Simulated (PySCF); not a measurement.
Calculated properties of `C[n+]1cccc2ccccc21`

C10H10N (charge +1).
Numbering: `[CH3:1][n+:2]1[cH:3][cH:4][cH:5][c:6]2[cH:7][cH:8][cH:9][cH:10][c:11]12` (hydrogens: H12, H13, H14 on C1; H15 on C3; H16 on C4; H17 on C5; H18 on C7; H19 on C8; H20 on C9; H21 on C10)

Geometry (PBE0-D3(BJ)/def2-SVP, Å), atoms numbered from 1 in this order:
```
atom  x, y, z in Å
C1    -2.122   -1.330    0.114
N2    -1.233   -0.185    0.320
C3    -1.769    1.025    0.492
C4    -0.989    2.161    0.693
C5     0.384    2.029    0.714
C6     0.977    0.762    0.532
C7     2.383    0.583    0.545
C8     2.926   -0.665    0.361
C9     2.084   -1.779    0.159
C10    0.710   -1.647    0.141
C11    0.136   -0.375    0.328
H12   -1.951   -2.081    0.896
H13   -1.939   -1.773   -0.874
H14   -3.161   -0.987    0.168
H15   -2.859    1.078    0.469
H16   -1.481    3.125    0.831
H17    1.024    2.900    0.871
H18    3.021    1.456    0.701
H19    4.009   -0.801    0.371
H20    2.524   -2.768    0.013
H21    0.091   -2.528   -0.020
```

Structural features include: benzene ring.

**PBE0-D3(BJ)/def2-SVP geometry optimisation, gas phase (PySCF)**

```
Rotational constants A, B, C : 1.944, 1.146, 0.725 GHz
```

B3LYP/def2-SVPD ground state and vertical TDDFT (core frozen in the response) (PySCF):

```
HOMO energy                                                       : -11.20 eV
LUMO energy                                                       : -6.89 eV
HOMO–LUMO gap                                                     : 4.31 eV
Lowest singlet excitation                                         : 3.70 eV (335 nm, f = 0.038)
Strongest line among the 10 lowest singlet transitions            : S3 at 5.56 eV (223 nm, f = 0.462)
Lowest triplet excitation (Tamm–Dancoff)                          : 2.83 eV
Static isotropic polarisability                                   : 119.1 au
Electronic spatial extent ⟨r²⟩ about the centre of nuclear charge : 1545 bohr²
```

**CAM-B3LYP/pcSseg-2 ground state and GIAO shieldings, non-relativistic (PySCF)**

```
13C chemical shifts (computed TMS as zero) by class         : 168.4 (C5), 161.6 (C3), 155.9 (C9), 152.0 (C11), 147.0 (C7), 146.8 (C8), 142.3 (C6), 131.5 (C4), 128.1 (C10), 48.2 (C1) ppm
1H chemical shifts (computed TMS as zero) by class          : 9.48 (H17), 8.95 (H20), 8.89 (H15), 8.77 (H18), 8.67 (H19), 8.47 (H21), 8.19 (H16), 4.58 (H12/H13/H14) ppm
Isotropic shieldings of nuclei other than C and H, by class : 46 (N2) ppm
```

**B3LYP/pcJ-1 indirect spin-spin coupling, non-relativistic, gas phase; spin–dipole term left out (PySCF)**

```
Largest of the computed one-bond spin–spin couplings (means over like bonds) : 13C–1H +195.7 (C3–H15), 13C–1H +188.5 (C4–H16), 13C–1H +179.9 (C5–H17), 13C–1H +179.9 (C8–H19), 13C–1H +178.9 (C7–H18), 13C–1H +178.2 (C9–H20), 13C–1H +176.3 (C10–H21), 13C–1H +152.0 (C1–H12 and 2 like it) Hz
```

Monoisotopic mass of the ion (most abundant isotopes, electron mass counted): 144.0808 u.

The rotational constants make it an asymmetric top with κ = (2B − A − C)/(A − C) = -0.31, nearer the prolate limit (−1). The polarisability is 17.65 Å³ as a volume (1 au = 0.148185 Å³), or 1.57 au for each of the 76 electrons. In wavenumbers S1 is 29800 cm⁻¹ (1 eV = 8065.54 cm⁻¹). The largest Löwdin shares of the LUMO are 0.20 on C5, 0.17 on C3, 0.15 on N2 and 0.08 on C4.

Geometry: PBE0-D3(BJ)/def2-SVP; no solvent or vibrations. NMR classes are plain means over equivalent atoms (diastereotopic ones count apart unless rotation or inversion swaps them), as if these changed places fast; in this geometry the members of some classes differ.
